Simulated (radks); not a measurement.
Polarisability of neutral rubidium, [Kr] 5s1, at imaginary frequency. Method: non-relativistic Kohn-Sham, exchange-only LDA, spin-polarised, spherical densities, point nucleus; open shells are filled with parallel spins first (spin-orbit coupling, left out, can overturn this in heavy ions); relativity is left out, which matters for an element this heavy; computed with a radial shooting solver on a logarithmic mesh with Libxc functionals. Response by self-consistent Sternheimer equations with the Hartree and adiabatic exchange-only LDA kernel.

w (hartree),alpha1(iw) (bohr^3),alpha2(iw) (bohr^5)
0.00266,350.2,10340
0.0143,329.1,9986
0.0360,247.2,8397
0.0697,139.6,5573
0.118,70.00,3052
0.186,36.71,1549
0.280,21.39,780.7
0.413,13.69,398.5
0.605,9.083,205.7
0.892,5.821,105.6
1.35,3.390,51.99
2.12,1.724,23.25
3.59,0.7519,8.747
6.94,0.2733,2.471
17.5,0.06557,0.4075

Static values: alpha1 = 351.0 bohr^3 (52.01 angstrom^3; uncoupled 430.2), alpha2 = 10350 bohr^5, alpha3 = 404600 bohr^7. C6 = 5341, C8 = 894900, triple-dipole C9 = 1365000 atomic units. One-pole (London) frequency 4 C6 / (3 alpha1^2) = 0.058 hartree, against 0.076 for minus the highest occupied eigenvalue. The dipole shielding factor is 1.000, as the force sum rule N/Z = 1.000 demands. Recommended static value: 319.8 bohr^3 (Schwerdtfeger and Nagle, 2023 table).
